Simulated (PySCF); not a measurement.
Al(F)(I)(OH) (AlFHIO), SMILES [F][Al]([OH])[I]. The structure is a stationary point at B3LYP-D3(BJ)/def2-SVP. The def2 effective core potentials stand for the cores of I; spin–orbit coupling is left out. The values are those of a single conformer.

### Question
Give the equilibrium geometry at B3LYP-D3(BJ)/def2-SVP (PySCF confirms it by a frequency run) as a Z-matrix, and its point group. (An estimate is asked for; the answer gives what the named calculation found.)

### Answer
Several could match; the one computed here: point group Cs.
```
Al
F 1 1.6607
O 1 1.6876 2 120.91
H 3 0.9621 1 125.85 2 0.00
I 1 2.4495 2 119.67 3 180.00
```
Charge 0, spin multiplicity 1.
